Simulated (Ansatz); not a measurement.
System: sum formula BNH4, charge 1, multiplicity 2. 
Coordinates optimised at B3LYP-D3(BJ)/def2-TZVP (Ansatz, a quantum-chemistry and plane-wave program):
```
B
N 1 1.4333
H 2 1.0247 1 123.33
H 2 1.0247 3 113.35 1 180.00
H 1 1.2015 2 119.65 3 79.26
H 1 1.2015 5 120.69 2 180.00
```
Charge +1, spin multiplicity 2.

Basis-set convergence of Hartree-Fock and MP2 correlation energies (hartree) with Ansatz. Cores are frozen in the correlated levels unless marked. Open shells are spin-unrestricted. No spin-orbit coupling. No relativistic terms.

```csv
basis,functions,E(HF),"E(corr, MP2)"
cc-pVDZ,48,-81.16242,-0.21565
cc-pVTZ,116,___,___
```

Problem. Complete the blanks.

Solution. 
- cc-pVTZ, E(HF): -81.18729
- cc-pVTZ, E(corr, MP2): -0.26974
